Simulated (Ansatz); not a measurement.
Total energies of Al₂Cl₄H₂, SMILES `[Cl][Al@H-]1[Cl+][Al@@H-]([Cl])[Cl+]1`.

Z-matrix (Å, degrees):
```
Al
Cl 1 2.283
Cl 1 2.283 2 90.9
Cl 1 2.088 2 108.7 3 -110.2
H 1 1.562 2 110.0 3 111.7
Al 2 2.283 1 89.1 3 2.0
Cl 6 2.088 2 108.7 1 108.2
H 6 1.562 2 110.0 1 -113.6
```

Total charge 0; spin multiplicity 1. Geometry: relaxed with PBE0-D4/def2-TZVP. Basis def2-TZVPP, the Gaussian-basis code of Ansatz.

RPA on PBE orbitals: Hartree–Fock energy of these orbitals -2323.31753 Eh, correlation -1.53629 Eh (frozen core).

| functional | energy without D4 (Eh) | D4 term (kJ/mol) |
| --- | --- | --- |
| PBE | -2326.20992 | -33.9 |
| B97M-V | -2326.66409 | – |

Question: Give the same for LDA (SPW92), revPBE, BLYP, r2SCAN, PBE0, B3LYP, r2SCANh, r2SCAN0, HSE06 (plane-wave form), BHLYP, CAM-B3LYP, LC-ωPBE, ωB97X-V, ωB97M-V, B2PLYP, PBE-QIDH. (An estimate is asked.)

Answer: Computed: 
```json
{"functional": "LDA (SPW92)", "energy without D4 (Eh)": "-2319.18462", "D4 term (kJ/mol)": "–"}
{"functional": "revPBE", "energy without D4 (Eh)": "-2326.78678", "D4 term (kJ/mol)": "-75.9"}
{"functional": "BLYP", "energy without D4 (Eh)": "-2327.22563", "D4 term (kJ/mol)": "-70.5"}
{"functional": "r2SCAN", "energy without D4 (Eh)": "-2327.07954", "D4 term (kJ/mol)": "-8.0"}
{"functional": "PBE0", "energy without D4 (Eh)": "-2326.41184", "D4 term (kJ/mol)": "-29.7"}
{"functional": "B3LYP", "energy without D4 (Eh)": "-2327.34545", "D4 term (kJ/mol)": "-55.7"}
{"functional": "r2SCANh", "energy without D4 (Eh)": "-2327.07115", "D4 term (kJ/mol)": "-8.9"}
{"functional": "r2SCAN0", "energy without D4 (Eh)": "-2327.05974", "D4 term (kJ/mol)": "-10.0"}
{"functional": "HSE06 (plane-wave form)", "energy without D4 (Eh)": "-2326.36895", "D4 term (kJ/mol)": "-28.3"}
{"functional": "BHLYP", "energy without D4 (Eh)": "-2327.25404", "D4 term (kJ/mol)": "-51.3"}
{"functional": "CAM-B3LYP", "energy without D4 (Eh)": "-2327.31177", "D4 term (kJ/mol)": "-31.4"}
{"functional": "LC-ωPBE", "energy without D4 (Eh)": "-2326.58054", "D4 term (kJ/mol)": "–"}
{"functional": "ωB97X-V", "energy without D4 (Eh)": "-2326.89956", "D4 term (kJ/mol)": "–"}
{"functional": "ωB97M-V", "energy without D4 (Eh)": "-2327.13206", "D4 term (kJ/mol)": "–"}
{"functional": "B2PLYP", "energy without D4 (Eh)": "-2326.49682", "D4 term (kJ/mol)": "–"}
{"functional": "PBE-QIDH", "energy without D4 (Eh)": "-2325.91261", "D4 term (kJ/mol)": "–"}
```

B3LYP takes the VWN-RPA correlation (the form of Gaussian; ORCA's B3LYP/G). HSE06 is the plane-wave form, built on full-range PBE exchange. The double hybrids freeze the cores in their second-order part.

LC-ωPBE has ω = 0.4 bohr⁻¹.
